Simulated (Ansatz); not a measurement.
The cluster W6⁺, relaxed as a doublet with UKS PBE-D4/def2-SVP in Ansatz, starting from the GFN1-xTB geometry. Force threshold 0.02 eV/Å.

In the def2 sets W takes a core potential; there is no spin–orbit coupling. The relaxation made no stability test and no search for a lower SCF solution. No other spin state of charge 1 was run. The structure comes from a short search, and lower isomers may exist.

Start:

Cartesian coordinates in Å:
```
W 0.495 0.379 -1.461
W -1.912 0.186 -0.448
W 1.998 -1.172 0.003
W 0.362 0.224 1.530
W -0.436 2.272 0.123
W -0.507 -1.890 0.252
```

| step | energy (eV) | largest force component (eV/Å) | SCF passes |
| --- | --- | --- | --- |
| 1 | -10951.5166 | 4.257 | 100 |
| 2 | -10952.9861 | 2.332 | 59 |
| 3 | -10953.1835 | 0.815 | 69 |
| 4 | -10953.2785 | 0.241 | 56 |
| 5 | -10953.2831 | 0.065 | 45 |
| 6 (rejected) | -10953.2819 | 0.118 | 53 |
| 7 | -10953.2841 | 0.014 | 45 |

Force components are those of the run's own axes.

End:

```xyz
6

W     0.4513    0.3716   -1.4071
W    -1.7728    0.1975   -0.5034
W     1.8535   -1.1005   -0.0351
W     0.3459    0.1897    1.4718
W    -0.4214    2.1088    0.1512
W    -0.4564   -1.7672    0.3226
```

Bonds formed: W2–W3, W5–W6 (atoms count from 1).

No frequencies were taken in this run, so the end may be a saddle point.

It took 1.7 min on 4 threads of Arm Neoverse V1 on a shared host.
